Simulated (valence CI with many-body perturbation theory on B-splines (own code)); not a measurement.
# Ga⁹⁺: one-electron terms

Method: relativistic CI+MBPT: four valence electrons over a frozen Dirac-Fock core [Ar], a basis of 7 s, 7 p, 8 d, 6 f, 4 g, 1 h functions for each j, with the one-electron correlation potential Σ1 (screened to all orders), the two-electron term Σ2, the three-electron term Σ3, Breit, model QED; selected single and double excitations, second order for the rest, scaled by the run's own slope (own B-spline code, finite nucleus).

No measured levels were compared; by estimate terms of the open shell hold to 2 to 4 % of their energy, and close levels can change places. Excitations out of the core, of the other parity, are not computed and may begin above about 60.4 eV (a cautious bound); beyond it only levels of the ground parity were kept, without lifetimes.

These are the spectroscopic orbitals of the CI (the correlating ones are not listed), shaped by the core and the other valence electrons. h is the expectation value of the core's Dirac-Fock operator, without the valence repulsion; Σ1 is computed up to l = 3 at one energy for each symmetry, that of its lowest orbital but kept below the first core excitation, so for empty shells it is not the orbital's own correlation shift; Breit and QED include the response of the core.

```csv
Orbital,h (hartree),Σ1 (cm⁻¹),Breit (cm⁻¹),QED (cm⁻¹),⟨r⟩ (bohr)
4s1/2,-7.9246,-6077,235,173,1.395
5s1/2,-4.5535,-1998,104,76.3,2.452
6s1/2,-2.9625,-934,53.9,39.8,3.814
4p1/2,-7.246,-5701,341,-18.7,1.467
5p1/2,-4.2431,-2022,158,-8.5,2.579
6p1/2,-2.7954,-981,85.1,-4.5,3.995
4p3/2,-7.1949,-5583,208,-4.7,1.478
5p3/2,-4.2204,-1996,96.5,-2.1,2.593
6p3/2,-2.7832,-972,53.0,-1.1,4.013
3d3/2,-12.956,-19945,315,-101,0.6066
4d3/2,-6.129,-4807,88.6,-17.1,1.610
5d3/2,-3.7395,-2027,44.0,-7.9,2.834
3d5/2,-12.926,-19755,-63.8,-82.0,0.6088
4d5/2,-6.1207,-4787,13.1,-13.2,1.612
5d5/2,-3.7357,-2019,7.8,-6.1,2.837
4f5/2,-5.21,-4779,-10.9,-3.5,1.687
5f5/2,-3.3338,-2501,-7.0,-2.3,2.997
4f7/2,-5.2093,-4720,-20.8,-2.8,1.687
5f7/2,-3.3333,-2463,-13.4,-1.9,2.997
5g7/2,-3.207,,-0.3,-0.2,2.740
5g9/2,-3.2068,,-0.6,0.0,2.741
```

Among the shells of the start configuration 3d4, Σ1 is largest in size for 3d3/2, where it is 0.70 % of h.

Lowest root of each symmetry, sizes in configuration state functions:

```
J  Parity  Roots  Reference  Variational  Second order  Change by selected CI (cm⁻¹)  Change by second order (cm⁻¹)
0    even      8         37        13389        112839                         -6970                             -6
1    even     12         93        30060        270699                         -6949                             -6
2    even     19        133        31970        317145                         -6930                             -7
3    even     15        136        31943        450815                         -6926                             -9
4    even     14        121        31403        407928                         -6943                             -8
5    even      7         88        32060        324031                         -8807                            -10
6    even      4         56        26538        245729                         -8788                             -9
0     odd      7         37        13202         80979                        -10401                             -6
1     odd     16        105        30014        208751                        -10689                            -11
2     odd     20        145        32039        295038                        -10245                            -24
3     odd     19        148        31988        349593                        -10258                            -33
4     odd     16        126        32021        334955                        -10306                            -26
5     odd     11         91        32146        296956                        -10378                            -13
6     odd      6         53        31863        335951                        -10351                            -17
7     odd      2         25        27519        233587                        -11490                            -16
```
